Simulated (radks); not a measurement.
Question: The mean radii <r> (bohr) of the occupied orbitals of an atom or ion are listed with their occupations. Method: scalar-relativistic Kohn-Sham, BLYP, spin-polarised, spherical densities, point nucleus; computed with a radial shooting solver on a logarithmic mesh with Libxc functionals.

| orbital | occ. | <r> |
|---|---|---|
| 1s up | 1 | 0.03609 |
| 1s down | 1 | 0.03609 |
| 2s up | 1 | 0.1580 |
| 2s down | 1 | 0.1580 |
| 2p up | 3 | 0.1377 |
| 2p down | 3 | 0.1377 |
| 3s up | 1 | 0.4432 |
| 3s down | 1 | 0.4431 |
| 3p up | 3 | 0.4458 |
| 3p down | 3 | 0.4455 |
| 3d up | 5 | 0.4329 |
| 3d down | 5 | 0.4321 |
| 4s up | 1 | 1.137 |
| 4s down | 1 | 1.135 |
| 4p up | 3 | 1.256 |
| 4p down | 1 | 1.262 |
| 4d up | 4 | 1.692 |
| 5p up | 2 | 3.577 |

Name the element and its charge. Open shells, if any, are filled with parallel spins first.

Answer: Z = 41, niobium, charge +1: Nb+ in [Ar] 3d10 4s2 4p4 4d4 5p2. The 1s radius gives Z: for a bare nucleus <r> = (2 gamma + 1)/(2Z) with gamma = sqrt(1 - (Z/c)^2), 0.03547 bohr for Z = 41, and screening makes it slightly larger (0.03609 here). The occupations add up to 40, and the charge is Z minus that.
